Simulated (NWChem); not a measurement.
# C2H6O2Si; SMILES C1CO[SiH2]O1

```xyz
11

C      0.1313    -0.7562     1.2424
C     -0.1313     0.7562     1.2424
O      0.1900     1.2388    -0.0493
Si     0.0000     0.0000    -1.1627
O     -0.1900    -1.2388    -0.0493
H      1.1936    -0.9656     1.4703
H     -0.4849    -1.2761     1.9930
H      0.4849     1.2761     1.9930
H     -1.1936     0.9656     1.4703
H      1.2156    -0.1154    -2.0129
H     -1.2156     0.1154    -2.0129
```
Atoms are numbered in this order, from 1.

Coordinates come from a PBE0/def2-SVP optimisation.

Question: Give the principal values of the shielding tensors (ppm) of C1, O3, Si4 from KT2/pcSseg-1, GIAO (NWChem), with their diamagnetic and paramagnetic parts as GIAO splits them.

Answer: 
| atom | σ11 | σ22 | σ33 | isotropic | diamagnetic | paramagnetic |
|---|---|---|---|---|---|---|
| C1 | 85.2 | 104.6 | 154.5 | 114.8 | 247.4 | -132.6 |
| O3 | 230.1 | 262.1 | 357.1 | 283.1 | 394.7 | -111.6 |
| Si4 | 326.8 | 333.5 | 408.8 | 356.4 | 883.0 | -526.7 |
